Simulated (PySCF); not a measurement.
**Radial density of Eu (europium, neutral)**

r2SCAN, [Xe] 4f7 5d2, high-spin 10F determinant (an excited configuration). All numbers are calculated (PySCF 2.14, scalar relativity by spin-free X2C-1e, in ANO-RCC-VTZP).

| r (bohr) | 4πr²ρ (e/bohr) | 4πr²(ρα − ρβ) |
| --- | --- | --- |
| 0.0200 | 80.43 | 0.0029 |
| 0.0336 | 74.83 | 0.0071 |
| 0.0565 | 105.4 | 0.0167 |
| 0.0951 | 95.68 | 0.0471 |
| 0.160 | 91.19 | 0.3785 |
| 0.269 | 69.01 | 2.2512 |
| 0.452 | 44.03 | 6.6788 |
| 0.761 | 29.79 | 6.7757 |
| 1.28 | 10.81 | 3.0061 |
| 2.15 | 3.626 | 0.9806 |
| 3.62 | 0.5735 | 0.4640 |
| 6.09 | 0.1311 | 0.1308 |
| 10.2 | 0.003680 | 0.0037 |

Densities and radii are taken from the X2C orbitals without a picture-change correction, which distorts them close to the nucleus.

Spin-orbit coupling, absent here, splits the open shell strongly.
